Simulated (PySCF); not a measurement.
Spectra and structures to be paired. Level of theory: PySCF, TDDFT B3LYP/def2-SVPD, vertical, gas phase, core orbitals frozen in the response. Geometries: GFN2-xTB; one conformer of each isolated species. Triplets are in the Tamm–Dancoff approximation.

A. `C=COC=C`
B. `C([C@H](C)CF)SC`
C. `C#C[Si@]([SiH3])(Cl)O[SiH3]`
D. `C1=COCC1`
E. `FC[SiH2]COC(F)(F)F`

Lowest singlet levels (six at most, fewer where fewer were computed) with oscillator strengths:

1. 213 nm (f 0.003); 207 nm (f 0.006); 204 nm (f 0.004); 196 nm (f 0.024); 191 nm (f 0.017); 180 nm (f 0.027); T1 4.94 eV
2. 208 nm (f 0.520); 206 nm (f 0.038); 204 nm (f 0.017); 189 nm (f 0.000); 188 nm (f 0.023); 166 nm (f 0.000); T1 4.08 eV
3. 233 nm (f 0.000); 216 nm (f 0.015); 208 nm (f 0.019); 198 nm (f 0.018); 192 nm (f 0.004); 183 nm (f 0.004); T1 4.97 eV
4. 226 nm (f 0.007); 203 nm (f 0.132); 195 nm (f 0.005); 192 nm (f 0.003); 180 nm (f 0.000); 178 nm (f 0.021); T1 4.06 eV
5. 170 nm (f 0.023); 165 nm (f 0.015); 160 nm (f 0.039); 154 nm (f 0.017); 152 nm (f 0.064); 150 nm (f 0.020); T1 6.81 eV

**Question.** Match each spectrum to its molecule.

**Answer.** 1 = C, 2 = A, 3 = B, 4 = D, 5 = E.
- A: S1 at 5.96 eV, HOMO→LUMO (95%); Löwdin shares by element: HOMO carbon 55% or more, oxygen 23% (atoms not listed hold the other 22%); LUMO carbon 78% (atoms not listed hold the other 22%); HOMO -6.29 and LUMO -0.02 eV; point group C2v, 2 of its 6 listed states under f = 0.0005.
- B: S1 at 5.33 eV, HOMO→LUMO (91%); Löwdin shares by element: HOMO sulfur 69%, carbon 18% or more; LUMO sulfur 47%, hydrogen 15% or more, carbon 14% or more (atoms not listed hold the other 24%); HOMO -6.14 and LUMO 0.30 eV.
- C: S1 at 5.82 eV, HOMO→LUMO (43%), HOMO-1→LUMO (38%); Löwdin shares by element: HOMO carbon 41%, silicon 30% or more (atoms not listed hold the other 29%); LUMO carbon 37%, silicon 35% or more (atoms not listed hold the other 28%); HOMO -8.13 and LUMO -1.05 eV.
- D: S1 at 5.49 eV, HOMO→LUMO (98%); Löwdin shares by element: HOMO carbon 57% or more, oxygen 28% (atoms not listed hold the other 15%); LUMO (one of a set within 0.03 eV) carbon 56% (atoms not listed hold the other 44%); HOMO -5.95 and LUMO 0.51 eV; point group Cs, 1 of its 6 listed states under f = 0.0005.
- E: S1 at 7.31 eV, HOMO→LUMO (91%); Löwdin shares by element: HOMO carbon 34% or more, fluorine 23% or more, silicon 16% (atoms not listed hold the other 26%); LUMO silicon 27%, hydrogen 20% or more, carbon 14% or more (atoms not listed hold the other 39%); HOMO -8.51 and LUMO -0.23 eV.
A and C have S1 within 0.15 eV of each other; their strongest listed levels stand at 5.96 eV (f 0.520) and 6.89 eV (f 0.027).
